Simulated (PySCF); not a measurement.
**`FC(F)(F)c1ccncc1`, C6H4F3N**

Geometry:
```json
{"atom": "F1", "x (Å)": "2.508", "y (Å)": "0.383", "z (Å)": "1.040"}
{"atom": "C2", "x (Å)": "1.979", "y (Å)": "-0.029", "z (Å)": "-0.116"}
{"atom": "F3", "x (Å)": "2.456", "y (Å)": "-1.249", "z (Å)": "-0.365"}
{"atom": "F4", "x (Å)": "2.428", "y (Å)": "0.790", "z (Å)": "-1.070"}
{"atom": "C5", "x (Å)": "0.474", "y (Å)": "-0.019", "z (Å)": "-0.051"}
{"atom": "C6", "x (Å)": "-0.220", "y (Å)": "1.182", "z (Å)": "-0.184"}
{"atom": "C7", "x (Å)": "-1.609", "y (Å)": "1.151", "z (Å)": "-0.071"}
{"atom": "N8", "x (Å)": "-2.303", "y (Å)": "0.038", "z (Å)": "0.155"}
{"atom": "C9", "x (Å)": "-1.631", "y (Å)": "-1.102", "z (Å)": "0.275"}
{"atom": "C10", "x (Å)": "-0.241", "y (Å)": "-1.189", "z (Å)": "0.181"}
{"atom": "H11", "x (Å)": "0.305", "y (Å)": "2.119", "z (Å)": "-0.378"}
{"atom": "H12", "x (Å)": "-2.187", "y (Å)": "2.077", "z (Å)": "-0.170"}
{"atom": "H13", "x (Å)": "-2.224", "y (Å)": "-2.005", "z (Å)": "0.457"}
{"atom": "H14", "x (Å)": "0.269", "y (Å)": "-2.148", "z (Å)": "0.281"}
```

Method: quadratic response CAM-B3LYP/aug-cc-pVDZ first hyperpolarisability, Taylor convention, gas phase (PySCF 2.14.0). Geometry: PBE0-D3(BJ)/def2-SVP.

Give the tensor of the static β(0;0,0) in the axes of these coordinates.

In au, Taylor convention; rows are the first index (the induced dipole):
```
       xx     yy     zz     xy     xz    yz
x  +101.8  +14.7  +22.8   -1.2   -2.2  +1.6
y    -1.2   -1.9   +4.1  +14.7   +1.6  -3.6
z    -2.2   -3.6   -0.2   +1.6  +22.8  +4.1
```
Norm of βᵢ = ⅓ Σⱼ (βᵢⱼⱼ + βⱼᵢⱼ + βⱼⱼᵢ): 139.4 au, hyper-Rayleigh value 51.9 au.
